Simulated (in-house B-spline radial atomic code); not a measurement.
Settings and results of a run for Nd+ (an excited or competing configuration). Method: scalar-relativistic (X2C) B97-1, spin-polarised, spherical fractional occupations, exact exchange averaged over the configuration, Fermi nucleus of rms radius 4.9123 fm. Calculated with a B-spline radial code for spherical atoms.

Command:
```bash
python run_scf.py task.json out
```
Settings (nuclear radius in fm, mass in u):
```
Z                60
configuration    [Kr] 4d10 4f4 5s2 5p5 6s1 6p1
hamiltonian      x2c
method           b97_1
spin_polarised   True
nucleus          fermi
rms_radius       4.9123
atomic_mass      141.90773
speed_of_light   137.035999084
exact_exchange   averaged over the configuration
```

Output (hartree, bohr):
```
 radial grid: 81 intervals, B-splines of order 8, outer radius 60 bohr

 iter        energy (Eh)    residual
    1       -9604.974018    5.38e-01
    2       -9609.417926    7.32e-01
    3       -9621.443009    1.39e-01
    4       -9621.968185    4.23e-02
    5       -9622.032186    1.78e-02
    6       -9622.038580    4.81e-03
    7       -9622.038772    1.95e-03
    8       -9622.038871    7.61e-04
    9       -9622.038878    7.48e-05
   10       -9622.038878    9.42e-06
   11       -9622.038878    1.17e-06
   12       -9622.038878    5.45e-07

 total energy                     -9622.03888
 kinetic                           10379.4063
 electron-nucleus                 -23493.5893
 Hartree                            3716.6393
 exact exchange                      -46.2143
 exchange-correlation               -178.2809

 orbital      occ     eigenvalue          <r>       <r^2>       <1/r>       r_max
 1s up      1.000     -1595.2018    0.0229507 0.000726207     70.2887     0.01429
 1s down    1.000     -1595.1978    0.0229506 0.000726206     70.2888     0.01429
 2s up      1.000      -259.2825     0.100338   0.0119448     16.1471     0.08536
 2s down    1.000      -259.2794     0.100337   0.0119444     16.1472     0.08536
 2p up      3.000      -232.0874    0.0884257  0.00956035     14.4938     0.06853
 2p down    3.000      -232.0835    0.0884252  0.00956016     14.4938     0.06853
 3s up      1.000       -56.9751     0.265908   0.0809296     5.77156      0.2439
 3s down    1.000       -56.9240     0.265742   0.0808242     5.77574      0.2438
 3p up      3.000       -48.3304     0.264033    0.080905     5.30067      0.2387
 3p down    3.000       -48.2770     0.263828    0.080774     5.30485      0.2386
 3d up      5.000       -36.1862     0.241754   0.0688284     4.98927       0.196
 3d down    5.000       -36.1402      0.24147   0.0686475     4.99374      0.1959
 4s up      1.000       -11.8740      0.60779    0.417091      2.3744      0.5656
 4s down    1.000       -11.7448     0.607469    0.416527     2.37414      0.5655
 4p up      3.000        -9.0177     0.643484    0.471121     2.15257      0.5902
 4p down    3.000        -8.8825     0.643044    0.470346      2.1526        0.59
 4d up      5.000        -4.9091     0.708913    0.583438     1.86974        0.62
 4d down    5.000        -4.7560     0.707549    0.580956     1.87169      0.6194
 4f up      4.000        -0.5984      1.02329     1.36894     1.29253      0.6654
 5s up      1.000        -2.0330      1.45177     2.36362    0.918743       1.315
 5s down    1.000        -1.8983      1.47312     2.43771    0.903565       1.325
 5p up      3.000        -1.2981      1.67014     3.15277    0.783133       1.477
 5p down    2.000        -1.1996      1.70657     3.29079    0.763213       1.498
 6s up      1.000        -0.4081      3.76213     15.7497    0.333451       3.437
 6p up      1.000        -0.2774      4.51755     22.7447    0.275069       4.084
```

Cost of the run: 0.28 s on 1 thread of AMD EPYC 9R45 96-Core Processor, with other jobs on the host.

One-electron X2C: radii and densities carry no picture-change correction, so inner-shell <1/r> comes out high (for 1s by about 2 % at Z = 33, 5 % at 54, 10 % at 75, 30 % at 118) and <r> low.
